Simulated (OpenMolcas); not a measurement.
## Ta4+: moving or changing the point charges

Ta4+ among 3 point charges of -2 e arranged as a planar triangle (D3h), 1.99 Å from the ion.

| Item | Value |
| --- | --- |
| Program | OpenMolcas 26.06 |
| Method | SS-CASPT2, IPEA 0.25 Eh, imaginary shift 0.1 Eh (closed shells correlated: 4f 5s 5p) |
| Basis | ANO-RCC-VDZP [7s6p4d2f1g] |
| Scalar Hamiltonian | DKH2, point nucleus |
| Active space | 1 electron in 5 orbitals (5d) |
| State averaging | 2S+1 = 2 even, 5 roots |
| Spin-orbit coupling | RASSI with atomic mean-field integrals over the reference wave functions |

Runs around this geometry, states (labels of D3, the rotations of D3h). Energies in cm-1 above the lowest state or level, χT in cm3 K/mol.

| R (Å) | q (e) | Ground state | First state of that spin | First gap with spin-orbit (degeneracies) | χT at 300 K |
| --- | --- | --- | --- | --- | --- |
| 1.99 | -1 | 2A1 | 2E 2640 | 5770 (2, 2) | 0.146 |
| 1.99 | -2 | 2A1 | 2E 10010 | 10490 (2, 2) | 0.143 |
| 2.1 | -2 | 2A1 | 2E 8090 | 9200 (2, 2) | 0.116 |

Taking the first state of the same spin as R^-n, n = -ln(8090 / 10010) / ln(2.1 / 1.99) = 4.0 between the shortest and longest distance.

Scaling the charges by -1 / -2 = 0.50 scales the first state of the same spin by 2640 / 10010 = 0.26; with fixed orbitals a first-order splitting would follow the charge.

Roots that are degenerate in the reference are averaged as groups; the widest CASPT2 spread within a group is 79 cm-1 (the 2-fold group of multiplicity 2 near 12600 cm-1 above the lowest state of its run, R = 1.99, q = -1). Shifts and gaps below about the spread of the groups concerned are not significant. Free-ion shares, where given, are those of the reference states; single-state CASPT2 does not remix them. Spin-orbit coupling mixes the spin-free states strongly: the lowest level takes only 58 % from its leading state, 2A1 (holds for R = 1.99, q = -1). Point charges carry no covalency, so the field is a model and not that of real ligands. No measured value stands beside these numbers.
